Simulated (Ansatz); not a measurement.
The same path of ClH5HfO3S (11 atoms, charge 0, multiplicity 1) was run twice with different band settings. Lost on the way: Hf1–Cl2, S9–H11. Made: Cl2–H11.

All numbers below come from RKS PBE0-D4/def2-SVP (Ansatz 0.2.0).

Relaxed end points:

```xyz
11
Properties=species:S:1:pos:R:3
Hf 0.011 -0.094 0.278
Cl -0.069 -0.402 2.673
O 1.750 -0.333 -0.580
H 2.144 -0.944 -1.206
O -1.076 1.350 -0.413
H -1.677 1.784 -1.016
O -0.898 -1.671 -0.315
H -1.467 -2.418 -0.487
S 1.617 2.254 1.085
H 2.562 1.596 1.788
H 0.960 2.635 2.202
```

```xyz
11
Properties=species:S:1:pos:R:3
Hf -0.049 0.432 -0.178
Cl 1.818 -1.078 2.796
O 1.654 -0.236 -0.762
H 2.404 -0.830 -0.757
O -0.804 1.463 -1.606
H -1.206 1.889 -2.359
O -1.279 -0.888 0.456
H -1.778 -1.654 0.734
S 0.333 1.951 1.792
H 1.412 2.559 1.246
H 1.352 0.147 2.647
```

Common settings: movable images 7; climbing image yes; optimiser quadratic models (default); start path through a guess of the saddle point; force threshold 0.03 eV/Å; iteration limit 60; end points relaxed.

| run | spring |
| --- | --- |
| 1 | 5.0 eV/Å² |
| 2 | 0.5 eV/Å² |

Q: What does each run give, and how far can it be trusted?

A: Run 1: converged after 28 iterations, highest image 0.829 eV above the first end. A vibrational analysis at the climbing image gives one clearly imaginary mode, 131i cm⁻¹: a first-order saddle point.
Run 2: converged after 32 iterations, highest image 0.829 eV above the first end. Another band between the same ends (7 images) ends at a top of the same energy, where a vibrational analysis finds 1 clearly imaginary mode.
The orbitals stay closed-shell, which can raise the energy where a bond breaks towards radicals; this wasn't checked here.
